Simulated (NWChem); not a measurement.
System: tert-butylarsine (C$_{4}$H$_{11}$As); SMILES CC(C)([AsH2])C

The following NWChem deck was run.

```
start job
memory heap 200 mb stack 900 mb global 1100 mb
geometry units angstroms noautoz
  C     -0.064330    -1.375183     1.423706
  C      0.000085    -0.834526    -0.001066
  C      1.285756    -1.295952    -0.687191
  C     -1.218377    -1.296038    -0.800434
  As     0.001918     1.174830    -0.043098
  H     -0.063677    -2.480452     1.412232
  H     -0.978568    -1.048098     1.942608
  H      0.799228    -1.047897     2.023063
  H      1.357647    -0.918603    -1.719706
  H      1.317683    -2.398601    -0.732905
  H      2.182782    -0.962575    -0.141065
  H     -1.196814    -0.918678    -1.835219
  H     -2.161058    -0.962739    -0.337493
  H     -1.245963    -2.398689    -0.848853
  H     -1.143872     1.344345     0.952590
  H      1.053223     1.344417     1.051871
end
basis spherical
  C library def2-svp
  As library def2-svp
  H library def2-svp
end
dft
  xc b3lyp
  iterations 150
  mulliken
end
task dft energy
```

NWChem printed, in part:

```
             Northwest Computational Chemistry Package (NWChem) 7.3.0
             --------------------------------------------------------

 CS  symmetry detected

                             Geometry "geometry" -> ""
                             -------------------------

 Output coordinates in angstroms (scale by  1.889725989 to convert to a.u.)

  No.       Tag          Charge          X              Y              Z
 ---- ---------------- ---------- -------------- -------------- --------------
    1 C                    6.0000     1.41382106    -1.38040019     0.00000000
    2 C                    6.0000    -0.00763051    -0.82730894     0.00000000
    3 C                    6.0000    -0.75513835    -1.28226750     1.25334612
    4 C                    6.0000    -0.75513835    -1.28226750    -1.25334612
    5 As                  33.0000    -0.03215364     1.18233784     0.00000000
    6 H                    1.0000     1.39267771    -2.48552669     0.00000000
    7 H                    1.0000     1.97636035    -1.05811490    -0.88980779
    8 H                    1.0000     1.97636035    -1.05811490     0.88980779
    9 H                    1.0000    -1.78650918    -0.89589159     1.27853570
   10 H                    1.0000    -0.81188220    -2.38446400     1.28313334
   11 H                    1.0000    -0.24719701    -0.95335268     2.17413947
   12 H                    1.0000    -1.78650918    -0.89589159    -1.27853570
   13 H                    1.0000    -0.24719701    -0.95335268    -2.17413947
   14 H                    1.0000    -0.81188220    -2.38446400    -1.28313334
   15 H                    1.0000     1.01568260     1.34274449    -1.09966849
   16 H                    1.0000     1.01568260     1.34274449     1.09966849

 Effective nuclear repulsion energy (a.u.)     368.0754850398

      Symmetry information
      --------------------

 Group name             Cs
 Group number              2
 Group order               2
 No. of unique centers    10

                                 NWChem DFT Module
                                 -----------------

 Summary of "ao basis" -> "ao basis" (spherical)
 ------------------------------------------------------------------------------
       Tag                 Description            Shells   Functions and Types
 ---------------- ------------------------------  ------  ---------------------
 C                          def2-svp                 6       14   3s2p1d
 As                         def2-svp                12       32   5s4p3d
 H                          def2-svp                 3        5   2s1p

      Symmetry analysis of basis
      --------------------------

        a'         85
        a"         58

            General Information
            -------------------
          SCF calculation type: DFT
          Wavefunction type:  closed shell.
          No. of atoms     :    16
          No. of electrons :    68
           Alpha electrons :    34
            Beta electrons :    34
          Charge           :     0
          Spin multiplicity:     1
          Use of symmetry is: on ; symmetry adaption is: on
          Maximum number of iterations: 150
          AO basis - number of functions:   143
                     number of shells:    69
          Convergence on energy requested:  1.00D-06
          Convergence on density requested:  1.00D-05
          Convergence on gradient requested:  5.00D-04

              XC Information
              --------------
                         B3LYP Method XC Potential
                     Hartree-Fock (Exact) Exchange  0.200
                        Slater Exchange Functional  0.800 local
                    Becke 1988 Exchange Functional  0.720 non-local
              Lee-Yang-Parr Correlation Functional  0.810
                  VWN I RPA Correlation Functional  0.190 local

             Grid Information
             ----------------
          Grid used for XC integration:  medium
          Radial quadrature: Mura-Knowles
          Angular quadrature: Lebedev.
          Tag              B.-S. Rad. Rad. Pts. Rad. Cut. Ang. Pts.
          ---              ---------- --------- --------- ---------
          C                   0.70       49          11.0       434
          As                  1.15      112          11.0       590
          H                   0.35       45          12.0       434
          Grid pruning is: on
          Number of quadrature shells:   529
          Spatial weights used:  Erf1

      Superposition of Atomic Density Guess
      -------------------------------------

 Sum of atomic energies:       -2389.85093797

      Non-variational initial energy
      ------------------------------

 Total energy =   -2393.179930
 1-e energy   =   -4053.797438
 2-e energy   =    1292.542023
 HOMO         =      -0.271348
 LUMO         =       0.046997

      Symmetry analysis of molecular orbitals - initial
      -------------------------------------------------

  Numbering of irreducible representations:

     1 a'          2 a"

  Orbital symmetries:

     1 a'          2 a'          3 a"          4 a'          5 a'
     6 a'          7 a'          8 a"          9 a'         10 a'
    11 a"         12 a'         13 a'         14 a"         15 a'
    16 a'         17 a"         18 a'         19 a'         20 a'
    21 a"         22 a'         23 a'         24 a'         25 a"
    26 a'         27 a"         28 a'         29 a"         30 a"
    31 a'         32 a"         33 a'         34 a'         35 a'
    36 a"         37 a'         38 a'         39 a'         40 a"
    41 a'         42 a'         43 a"         44 a'

     ---------------------------------------------
      Total Density - Mulliken Population Analysis
     ---------------------------------------------

[...]
```

Level: B3LYP/def2-SVP. Geometry: optimised at PBE0/def2-SVP. Not confirmed as a minimum by frequencies.
